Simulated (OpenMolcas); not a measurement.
**Computed transition rates of La+**

* Program: OpenMolcas
* Method: MS-CASPT2, IPEA 0.25 Eh, imaginary shift 0.1 Eh (closed shells correlated: 5s 5p)
* Basis: ANO-RCC-VQZP [9s8p6d4f3g2h]
* Scalar Hamiltonian: DKH2, point nucleus
* Active space: 2 electrons in 11 orbitals (5d 6s 6d)
* State averaging: 2S+1 = 3 even, 15 roots; 2S+1 = 1 even, 20 roots kept (CI in the orbitals of an earlier block)
* Spin-orbit coupling: RASSI with atomic mean-field integrals over the reference wave functions, term energies averaged over their components

Rates come from the transition moments of the reference wave functions (E1 and E2 in the length form). At fixed line strength A goes as λ^-3 for E1 and M1 and as λ^-5 for E2, so a rate at the computed wavelength can be rescaled to the measured one. Measured vacuum wavelengths follow from level energies in NIST Handbook of Basic Atomic Spectroscopic Data. Branching counts decays inside the model space alone, at computed energies, and the table is only a selection of the E2 and M1 lines, drawn from those between levels with measured partners whose computed energy lies within a factor of 1.5 of the measured one.

```tsv
Upper	Lower	Type	λ computed (nm)	λ measured (nm)	A computed (s-1)	A rescaled (s-1)	Branching %
5d2 1G4	5d2 3F4	M1	1732	1817	5.07e-02		45.1
5d2 1G4	5d2 3F3	M1	1476	1549	4.95e-02		44.0
5d2 3P0	5d2 3F2	E2	1617	1905	4.68e-02	2.06e-02	95.0
6s2 1S0	5d2 3F2	E2	1147	1352	2.55e-02		10.2
5d2 3F3	5d2 3F2	M1	9760	9842	2.42e-02	2.36e-02	100.0
6s2 1S0	5d2 3P1	M1	4596	5965	2.36e-02		9.4
5d2 3F4	5d2 3F3	M1	10010	10480	2.01e-02	1.75e-02	100.0
5d2 3P1	5d2 3F3	E2	1811	2127	1.81e-02	8.10e-03	28.0
5d2 3P2	5d2 3F2	M1	1432	1606	1.76e-02		18.7
5d2 3P1	5d2 3F2	E2	1528	1749	1.72e-02	8.75e-03	26.7
5d2 3P2	5d2 3F4	E2	2016	2349	1.16e-02	5.40e-03	12.3
5d2 3P2	5d2 3F3	E2	1678	1919	8.42e-03	4.30e-03	9.0
5d 6s 3D2	5d 6s 3D1	M1	14110	14360	7.76e-03	7.36e-03	51.9
5d 6s 3D3	5d 6s 3D2	M1	13190	15180	7.05e-03	4.62e-03	19.2
5d2 3P1	5d2 3F2	M1	1528	1749	5.48e-03		8.5
5d2 3P2	5d2 3F2	E2	1432	1606	3.65e-03	2.06e-03	3.9
5d2 3P2	5d 6s 3D1	M1	2285	2308	3.44e-03		3.7
5d 6s 3D3	5d2 3F2	M1	2454	3077	3.05e-03		8.3
5d2 3P1	5d 6s 3D1	E2	2540	2616	2.94e-03	2.54e-03	4.5
5d 6s 3D2	5d2 3F3	M1	4362	6347	2.12e-03		14.2
5d2 3P1	5d 6s 3D2	M1	3097	3198	2.11e-03		3.3
5d 6s 3D2	5d2 3F2	M1	3015	3859	1.72e-03		11.5
5d 6s 3D1	5d2 3F2	M1	3834	5277	1.37e-03		22.4
5d 6s 3D1	5d2 3F2	E2	3834	5277	6.95e-04	1.41e-04	11.4
5d 6s 3D2	5d2 3F2	E2	3015	3859	5.27e-04	1.53e-04	3.5
```

Spin-changing lines and M1 lines between different terms are not rescaled, since their strength hangs on the term gaps too.

The largest correction is for 5d 6s 3D1 → 5d2 3F2 (E2): 6.95e-04 × (3834 / 5277)^5 = 1.41e-04 s-1, a factor of 0.20.

The computed rate and branching of 5d2 3F3 → 5d2 3F2 give the upper level a radiative lifetime of 1.000 / 2.42e-02 s-1 = 4.13e+01 s, counting decays inside the model space alone. The rescaled rate gives about 4.2e+01 s.

The computed order of these levels differs from the measured one in 2 places, and where term gaps are wrong the rates of spin-changing lines can be off by large factors.

These are rates of the free ion; in crystals, glasses and complexes forced electric-dipole and non-radiative decay shorten such lifetimes by orders of magnitude. No measured rate stands beside these. Rescaling mends the energy factor alone: line strengths can still be far off where a level mixes with configurations outside the active space, and weak or spin-changing lines hang on small mixing coefficients that depend on the term gaps too, so rescaling need not improve them.

CASPT2 does not keep the components of a term degenerate, so their means are used; among the terms shown or strongly mixed into the levels shown the widest spread is 1100 cm-1 (5d2 1G). Terms from blocks run as CI alone lack orbitals of their own. Active for correlation alone: 6d; no level in the range computed is led by a configuration that fills it, so any true level of that kind is missing. The CASPT2 spread within a term exceeds the gap to the next term for 5d2 3F and 5d2 1D, 5d2 3P and 5d2 1G, 5d2 1G and 6s2 1S, so the order of their levels is uncertain, and so are names and mixing where such terms share a J. Some terms miss by over 15 % even with CASPT2, which points to a basis or an active space too small for the shells correlated. Measured partners are found by configuration, term and J. A level has none where our copy of the source lacks it or the pairing is in doubt (some pairs that miss far off the trend of their configuration count as doubtful). Only configurations of the active space appear.
